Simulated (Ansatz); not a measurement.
Cartesian coordinates (Å):
SMILES: Cl[SiH2]N(C)C
```xyz
13

C     -0.6124    -1.3377     0.1810
N     -0.0795    -0.0563    -0.2210
C     -1.0650     0.9999    -0.2530
Si     1.5805     0.2855    -0.1095
Cl     2.2380     0.7656     1.8008
H     -1.4110    -1.6493    -0.5024
H      0.1676    -2.1013     0.1551
H     -1.0297    -1.3133     1.1969
H     -1.5129     1.1794     0.7339
H     -0.6134     1.9340    -0.5934
H     -1.8740     0.7449    -0.9474
H      1.8741     1.4724    -0.9419
H      2.3379    -0.9238    -0.4991
```
Charge 0, spin multiplicity 1.

Level of theory: frozen-core CCSD(T)/def2-TZVPP // PBE0-D4/def2-TZVP (Ansatz, a quantum-chemistry and plane-wave program).

| Quantity | Value |
|---|---|
| HF energy | -883.42115 Ha |
| MP2 correlation energy | -0.87794 Ha |

**Question.** Estimate the CCSD correlation energy, the (T) correction, the total energy and the T1 diagnostic.

**Answer.** 
```yaml
CCSD correlation energy: -0.93753 Ha
"(T) correction": -0.03696 Ha
CCSD(T) total energy: -884.39564 Ha
T1 diagnostic: 0.010
```
